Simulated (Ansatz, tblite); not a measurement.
Removing and adding an electron: Si₂₇H₃₄, a nanocrystal cut from hexagonal silicon. Charge 0, multiplicity 1. Geometry: PBE-D4/def2-SVP. Ansatz, gas phase; energy differences of separate SCF runs; the oxidised species was run as a doublet alone; the reduced species was run as a doublet alone.

```xyz
61

Si   -2.903    1.834   -2.965
Si   -2.716   -0.491   -2.680
Si   -1.054   -1.453   -4.063
Si   -3.981   -0.133    0.947
Si   -2.233   -0.940   -0.423
Si   -2.024   -3.267   -0.162
Si    0.696   -2.300   -2.728
Si   -0.391   -4.100   -1.660
Si   -1.518   -3.734    2.084
Si   -0.898    2.900   -2.362
Si    0.931    2.248   -3.716
Si   -2.181    3.227    1.261
Si   -3.152    1.457    2.470
Si   -0.434    2.418   -0.108
Si   -0.203    0.094    0.159
Si    2.503    1.069   -2.411
Si    1.543   -0.713   -1.210
Si   -1.488    0.445    3.788
Si    0.259   -0.365    2.418
Si    0.491   -2.687    2.708
Si    3.197   -1.726    0.124
Si    2.351   -3.468    1.471
Si    1.587    3.472    0.471
Si    3.301    2.792   -1.013
Si    2.082    2.981    2.715
Si    2.286    0.661    3.021
Si    4.064   -0.275    1.768
H    -3.270    2.164   -4.392
H    -4.004    2.340   -2.063
H    -4.044   -1.134   -3.009
H    -1.673   -2.632   -4.774
H    -0.581   -0.483   -5.112
H    -5.049    0.491    0.083
H    -4.602   -1.286    1.697
H    -3.355   -3.896   -0.507
H     1.822   -2.808   -3.598
H    -1.108   -4.880   -2.735
H     0.562   -5.039   -0.970
H    -2.631   -3.191    2.949
H    -1.428   -5.224    2.307
H    -1.080    4.396   -2.491
H     0.474    1.481   -4.927
H     1.616    3.504   -4.199
H    -3.225    3.895    0.400
H    -1.634    4.260    2.215
H    -4.270    1.974    3.346
H     3.618    0.540   -3.283
H    -2.080   -0.700    4.574
H    -0.931    1.446    4.770
H     0.746   -2.950    4.175
H     4.308   -2.240   -0.762
H     2.011   -4.708    0.689
H     3.439   -3.829    2.454
H     1.392    4.965    0.326
H     3.630    3.965   -1.906
H     4.555    2.417   -0.270
H     0.947    3.480    3.576
H     3.347    3.685    3.143
H     2.534    0.380    4.486
H     4.960    0.793    1.201
H     4.892   -1.120    2.706
```

The xTB rows come from tblite. Single mean-field runs in def2-SVP are fitted with def2-universal-jkfit.

Question: Estimate orbital energies and vertical ionisation energies and electron affinities at: GFN1-xTB; GFN2-xTB; PBE-D4/def2-SVP; PBE0-D4/def2-SVP.

Answer: 
| level | −HOMO (eV) | vertical IE (eV) | −LUMO (eV) | vertical EA (eV) | HOMO–LUMO gap (eV) | IE − EA (eV) | remarks |
| --- | --- | --- | --- | --- | --- | --- | --- |
| GFN1-xTB | 11.20 | 12.35 | 8.82 | 7.53 | 2.38 | 4.81 | – |
| GFN2-xTB | 8.76 | 10.01 | 6.09 | 4.76 | 2.67 | 5.24 | – |
| PBE-D4/def2-SVP | 6.01 | – | 2.40 | 1.18 | 3.60 | – | HOMO above zero (-1 doublet) |
| PBE0-D4/def2-SVP | 6.95 | 7.95 | 1.78 | 0.97 | 5.17 | 6.98 | HOMO above zero (-1 doublet) |

Run but left out: PBE-D4/def2-SVP (charge +1 doublet: an occupied level 0.02 eV above an empty one).   A HOMO above zero means that the electron is unbound at that level or that self-interaction error raises the level; the energy of removing that electron tells which. Raw xTB energy differences between charge states are shifted by several eV; the methods need an empirical correction for them. Sets without diffuse functions give affinities that are too small.
